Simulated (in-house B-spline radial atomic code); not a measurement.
Computed with a B-spline radial atomic code. Model: two electrons, singlet ground state, non-relativistic, full CI in B-splines with partial waves to l = 8 (at full coupling up to 3e-4 hartree above the limit, correlation up to 0.6 % small), density held at that of full coupling by Lieb maximisation.

Along the adiabatic connection the electron repulsion is scaled by a coupling λ while a local potential keeps the density fixed. At λ = 0 the system is the Kohn-Sham one and W equals the exchange energy; the exchange-correlation energy is the area under W between 0 and 1. The kinetic energy rises with λ as the electrons avoid each other, with dT/dλ = −λ dW/dλ.

Command:
```bash
python run_ac.py task.json out
```
Settings (lengths in bohr, energies in hartree):
```
potential              dot
strength               0.38
lmax                   8
second                 2
```

Run time, properties included: 24 s on 1 thread of Intel(R) Xeon(R) Processor @ 2.30GHz, on a shared host.

**W = mean repulsion less Hartree energy, and W of three functionals.**

Given: confinement charge in harmonic well; well frequency 0.38 hartree; nuclear charge 2; external potential omega^2 r^2/2 - Z/r.

Computed: LDA exchange minus exact 153.81 millihartree; SCAN exchange minus exact -1.8536 millihartree.

```tsv
coupling	W xc (hartree)	W xc minus exchange (millihartree)	kinetic minus Kohn-Sham (millihartree)	LDA (PW92) W minus its exchange (millihartree)	PBE W minus its exchange (millihartree)	SCAN W minus its exchange (millihartree)
0	-1.0923	0	0	0	0	0
0.02	-1.0942	-1.877	0.02	-12.03	-1.86	-1.83
0.05	-1.097	-4.663	0.12	-24.65	-4.67	-4.52
0.12	-1.1034	-11.029	0.66	-47.22	-11.25	-10.56
0.25	-1.1147	-22.379	2.75	-78.79	-23.25	-21.18
0.4	-1.1271	-34.759	6.76	-107.33	-36.54	-32.61
0.6	-1.1425	-50.178	14.45	-138.24	-53.22	-46.73
0.8	-1.1568	-64.472	24.44	-164.02	-68.74	-59.75
1	?	?	?	?	?	?
1.4	-1.194	-101.68	64.98	-223.59	-109.32	-93.64
2	-1.2245	-132.12	116.44	-267.62	-142.75	-121.61
3	-1.2644	-172.04	215.28	-322.22	-187.29	-159.04
4.5	?	?	?	?	?	?
7	-1.3541	-261.76	638.16	-443.24	-294.13	-248.01
10	-1.3889	-296.55	929.97	-493.06	-340.19	-284.35
```

Problem. What belongs in the row 1?

Solution. W xc (hartree): -1.1701; W xc minus exchange (millihartree): -77.757; kinetic minus Kohn-Sham (millihartree): 36.38; LDA (PW92) W minus its exchange (millihartree): -186.3; PBE W minus its exchange (millihartree): -83.2; SCAN W minus its exchange (millihartree): -71.83.

Problem. What belongs in the row 4.5?

Solution. W xc (hartree): -1.3075; W xc minus exchange (millihartree): -215.14; kinetic minus Kohn-Sham (millihartree): 374.93; LDA (PW92) W minus its exchange (millihartree): -379.8; PBE W minus its exchange (millihartree): -237.02; SCAN W minus its exchange (millihartree): -200.84.

Problem. What is the PBE exchange minus exact?

Solution. 19.211 millihartree.

**Energy parts, natural occupations and partial-wave weights.**

Computed: total energy -2.7486 hartree; exchange energy -1.0923 hartree; correlation energy -0.041375 hartree; kinetic part of the DFT correlation energy 0.036382 hartree; initial slope twice GL2 -0.094224 hartree; kinetic part over minus potential part 0.46789; Kohn-Sham kinetic 3.1402 hartree.

| natural | occupation of the shell (electrons) |
| --- | --- |
| s | 1.9866 |
| p | 0.0074268 |
| s | ? |
| d | 0.00031646 |
| p | 0.00021575 |
| s | 8.284e-05 |

Problem. What belongs in the row s?

Solution. occupation of the shell (electrons): 0.0052215.

```json
{"wave": "s", "weight": "0.99596"}
{"wave": "p", "weight": "0.0038309"}
{"wave": "d", "weight": "?"}
{"wave": "f", "weight": "2.4003e-05"}
{"wave": "g", "weight": "5.4967e-06"}
```

Problem. What belongs in the row d?

Solution. weight: 0.00017544.

Problem. What is the Lieb Oxford ratio E_xc over LDA exchange?

Solution. 1.208.

Problem. What is the Hartree energy?

Solution. 2.1847 hartree.

Half-way to full coupling W has made 55 % of its drop, against 50 % for a straight line, and second-order (GL2) theory, half the initial slope, overshoots the correlation energy by about 14 %: a moderate bend, as in light atoms. Over couplings 0 to 1 the errors in E_xc come to about +80 millihartree for LDA, +17 millihartree for PBE, +1.0 millihartree for SCAN, so SCAN is nearest. In LDA and PBE and SCAN the errors of exchange and correlation have opposite signs, so the sum is smaller than the larger of the two.
